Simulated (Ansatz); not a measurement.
A small benchmark: atomisation enthalpy at 298 K

10 molecules holding Si, Ge, B, Al, Ga, P or As; the atomisation enthalpy at 298 K in kJ/mol, computed less measured. Shapes, held fixed at every level: PBE0-D4/def2-TZVP. Thermal terms are harmonic and unscaled (PBE0-D4/def2-TZVP); the spin-orbit lowering of the free atoms is taken from their spectra. Programs: Ansatz 0.2.0. Measured values: CRC Handbook of Chemistry and Physics, NIST-JANAF tables.

Levels: A = PBE-D4/def2-TZVPP; B = B2PLYP/def2-TZVPP; C = CCSD/def2-TZVPP.

```csv
molecule,from tabulated heats,A,B,C
BOF (fluoro(oxo)borane),1501,+41,-24,-108
HBS (hydrogen boron sulfide),1015,+32,0,-56
BBr2Cl (dibromo(chloro)borane),1187,+61,-22,-76
PF3 (phosphorus trifluoride),1513,+43,-32,-116
B(OH)F2 (difluorohydroxyborane),2280,+66,-8,-90
SiH2Br2 (dibromosilane),1300,-1,-26,-55
GeCl4 (germanium tetrachloride),1353,+55,-29,-68
SiCl4 (silicon tetrachloride),1598,+26,-57,-116
SiH3I (SMILES [SiH3]I),1213,-16,-16,-37
P4S3 (tetraphosphorus trisulfide),2248,+142,-143,-394
```

**Question.** Sum up the errors.

**Answer.** 
```tsv
level	kind	mean error	mean absolute error	worst case
PBE-D4/def2-TZVPP	GGA	+44.9	48.3	P4S3
B2PLYP/def2-TZVPP	double hybrid	-35.7	35.7	P4S3
CCSD/def2-TZVPP	coupled cluster or CI	-111.6	111.6	P4S3
```

On this set B2PLYP/def2-TZVPP has the smallest mean absolute error and CCSD/def2-TZVPP the largest. PBE-D4/def2-TZVPP is too high in 8 of 10; B2PLYP/def2-TZVPP is too low in 9 of 10; CCSD/def2-TZVPP is too low in 10 of 10. The heats of GeCl4 come from older tables and can be uncertain by 10 kJ/mol or more. The molecules' own spin-orbit binding is left out, so errors for heavy halides read too negative. Heats of the atoms come from ATcT where it has them, that of boron, 570 kJ/mol, from recent work. With so many references in doubt the order of the levels isn't settled. The tabulated values of BOF, HBS, BBr2Cl, B(OH)F2, SiH2Br2, SiH3I, P4S3 are in doubt (older tables, estimates, or at odds with other calculations) and kept here. Over the 3 molecules whose values aren't doubted the mean absolute errors are A 41.3; B 39.3; C 100.0. Correlated wave functions converge slowly with the basis. CCSD also lacks the triples, which bind further. T1 is large for P4S3 (0.022), so single-reference values are less sure there. For atoms past krypton def2 sets carry core potentials with scalar relativity. Relativity is left out for Br, Ge. Outer-core shells of Br, Ge, I are correlated, in sets that cover them unevenly. The set is small.
